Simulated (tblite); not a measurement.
Run record: tight-binding relaxation, `CCOBCC#CCBr`.

Computed with GFN2-xTB geometry optimisation, gas phase (tblite 0.8.0). Start geometry: from a force field or distance geometry. The command runs a driver script over a list of jobs; the input below is this job's line of settings and its coordinates in Å.

Command:
```bash
OMP_NUM_THREADS=1 python probes_run.py task.json out
```

Input:
```
{"job": {"kind": "relax", "xc": "GFN2-xTB", "basis": "xTB"}, "charge": 0, "multiplicity": 1}
C     -3.288100    -0.752900     0.278900
C     -1.940500    -0.240900    -0.184800
O     -1.774900     1.093000     0.233200
B     -0.465000     1.584900    -0.222300
C      0.797600     1.448000     0.749800
C      1.795300     0.583200     0.115500
C      2.622500    -0.129900    -0.400500
C      3.620700    -1.000600    -1.019600
Br     2.718600    -2.340400    -2.096900
H     -4.106200    -0.136900    -0.171800
H     -3.377200    -0.691300     1.384500
H     -3.433300    -1.810500    -0.031300
H     -1.894800    -0.337600    -1.276300
H     -1.153200    -0.898500     0.285800
H     -0.350700     2.079600    -1.279600
H      1.231300     2.456500     0.928300
H      0.491900     1.014200     1.717200
H      4.213200    -1.513700    -0.237700
H      4.283100    -0.397000    -1.663600
```

Output:
```
step      E/eV     max force
  0    -741.93883    2.608
  1    -742.12665    1.439
  2    -742.16014    2.789
  3    -742.19685    1.756
  4    -742.21830    0.427
  5    -742.22678    0.277
  6    -742.23697    0.216
  7    -742.24327    0.222
  8    -742.25325    0.220
  9    -742.26087    0.214
... (134 lines left out)
144    -743.11013    0.081
145    -743.11100    0.065
146    -743.11192    0.043
147    -743.11248    0.054
148    -743.11272    0.045
149    -743.11289    0.025
150    -743.11299    0.016
151    -743.11304    0.017
152    -743.11306    0.021
153    -743.11309    0.009
```

«max force» is the largest atomic force in eV/Å.

Q: From which step on does the largest force stay under 0.1 eV/Å, and how much energy is left to gain from there?

A: From step 144 (0.081 eV/Å), 3.0 meV above the end.

Summary of the converged run: energy lowered by 27.1 kcal/mol over 153 steps; largest atomic force 0.009 eV/Å at the end.

Q: Give the final coordinates.

A: 0.750 Å rms from the input after alignment:
```
atom  x, y, z in Å
C1    -2.5552   -0.8391    0.2892
C2    -1.4559   -0.3619   -0.6524
O3    -1.4884    1.0478   -0.7653
B4    -0.6975    1.9283   -0.1902
C5     0.5396    1.5899    0.7997
C6     1.4420    0.6064    0.2520
C7     2.2208   -0.1859   -0.2075
C8     3.0357   -1.1944   -0.8177
Br9    1.9398   -2.3764   -1.9967
H10   -3.5256   -0.4985   -0.0634
H11   -2.3925   -0.4429    1.2895
H12   -2.5545   -1.9246    0.3335
H13   -1.6207   -0.7623   -1.6581
H14   -0.4778   -0.6991   -0.2949
H15   -0.9602    3.0485   -0.4300
H16    1.1082    2.4944    1.0244
H17    0.1482    1.2089    1.7491
H18    3.4859   -1.8631   -0.0835
H19    3.7982   -0.7668   -1.4689
```

Q: How long does this job take on Arm Neoverse V2, one thread, no GPU, on a shared host?

A: About 1.1 s.
Labels such as C1 count atoms from 1, the log's own numbers from 0.
